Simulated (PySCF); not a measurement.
## Sc (scandium, neutral) across methods

[Ar] 3d2 4s1, high-spin 4F determinant (an excited configuration). All numbers are calculated (PySCF 2.14, the spin-free X2C one-electron Hamiltonian (Gaussian nucleus), in aug-cc-pwCVTZ-DK).

```json
{"method": "r2SCAN", "E (hartree)": "-764.128", "mean ε 3p β (eV)": "-30.326", "mean ε 4s α (eV)": "-3.886", "mean ε 3d α (eV)": "-2.164", "Σ⟨r²⟩ (bohr²)": "45.17", "⟨S²⟩": "3.751"}
{"method": "PBE", "E (hartree)": "-763.948", "mean ε 3p β (eV)": "-29.710", "mean ε 4s α (eV)": "-3.823", "mean ε 3d α (eV)": "-2.018", "Σ⟨r²⟩ (bohr²)": "46.04", "⟨S²⟩": "3.750"}
{"method": "PBE0", "E (hartree)": "-763.974", "mean ε 3p β (eV)": "-31.886", "mean ε 4s α (eV)": "-4.279", "mean ε 3d α (eV)": "-2.986", "Σ⟨r²⟩ (bohr²)": "45.15", "⟨S²⟩": "3.751"}
{"method": "UHF", "E (hartree)": "-763.24524", "mean ε 3p β (eV)": "-37.602", "mean ε 4s α (eV)": "-5.378", "mean ε 3d α (eV)": "-5.886", "Σ⟨r²⟩ (bohr²)": "45.44", "⟨S²⟩": "3.753"}
{"method": "MN15", "E (hartree)": "-764.472", "mean ε 3p β (eV)": "-33.017", "mean ε 4s α (eV)": "-4.470", "mean ε 3d α (eV)": "-3.265", "Σ⟨r²⟩ (bohr²)": "45.90", "⟨S²⟩": "3.751"}
{"method": "LDA", "E (hartree)": "-762.188", "mean ε 3p β (eV)": "-29.767", "mean ε 4s α (eV)": "-3.983", "mean ε 3d α (eV)": "-1.980", "Σ⟨r²⟩ (bohr²)": "45.57", "⟨S²⟩": "3.750"}
{"method": "revPBE", "E (hartree)": "-764.076", "mean ε 3p β (eV)": "-29.727", "mean ε 4s α (eV)": "-3.779", "mean ε 3d α (eV)": "-2.020", "Σ⟨r²⟩ (bohr²)": "46.19", "⟨S²⟩": "3.750"}
{"method": "wB97M-V", "E (hartree)": "-764.090", "mean ε 3p β (eV)": "-34.315", "mean ε 4s α (eV)": "-5.602", "mean ε 3d α (eV)": "-5.011", "Σ⟨r²⟩ (bohr²)": "45.60", "⟨S²⟩": "3.751"}
```
